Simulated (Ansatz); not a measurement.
C$_{2}$H$_{6}$AlO$_{2}$ (`C[O][Al][O]C`) radical, 11 atoms. The species carries charge 0 and has multiplicity 2. Hardware: A = 2 threads of an AMD EPYC 7R13 on a shared host; B = 2 threads of an AMD EPYC 7R13 on a shared host and a share of an NVIDIA H100 80 GB. Correlated methods freeze the cores. Open-shell runs search over several starts.

(1) How many basis functions does each run have, and how long does it take in Ansatz? UKS ωB97M-V/def2-SVP energy [A]; UHF-CCSD(T)/def2-SVP energy [B]; UKS PBE0-D4/def2-SVP energy [A]; UKS PBE0-D4/def2-TZVP relaxation (13 steps) [B]; UKS PBE-QIDH (frozen core)/def2-TZVPP energy [A]; direct RPA on PBE orbitals/def2-TZVPP energy [A]; UKS PBE0-D4/def2-TZVP frequencies [B]; UKS PBE0-D4/def2-QZVPP energy [B]; UKS ωB97M-V/def2-QZVPP energy [B]; UHF-CCSD(T)/def2-TZVPP energy [B]; UKS B2PLYP (frozen core)/def2-TZVPP energy [A]; UKS B97M-V/def2-TZVPP energy [A]. (An estimate is asked.)

Results:

(1) The calculation gave: Other jobs shared the machine, so times are rough.

```
                                level                        job  functions  wall time  peak host memory (GiB)
                 UKS PBE0-D4/def2-SVP                 energy [A]        104      2.3 s                    0.31
                 UHF-CCSD(T)/def2-SVP                 energy [B]        104      4.5 s                     0.8
                 UKS ωB97M-V/def2-SVP                 energy [A]        104        9 s                    0.52
               UKS ωB97M-V/def2-QZVPP                 energy [B]        478        9 s                     1.3
               UKS PBE0-D4/def2-QZVPP                 energy [B]        478        9 s                     1.1
  UKS B2PLYP (frozen core)/def2-TZVPP                 energy [A]        250       11 s                     0.8
UKS PBE-QIDH (frozen core)/def2-TZVPP                 energy [A]        250       11 s                     0.8
direct RPA on PBE orbitals/def2-TZVPP                 energy [A]        250       11 s                     0.8
                UKS B97M-V/def2-TZVPP                 energy [A]        250       15 s                    0.57
               UHF-CCSD(T)/def2-TZVPP                 energy [B]        250       18 s                    0.84
                UKS PBE0-D4/def2-TZVP  relaxation (13 steps) [B]        197       27 s                    0.86
                UKS PBE0-D4/def2-TZVP            frequencies [B]        197       68 s                    0.87
```
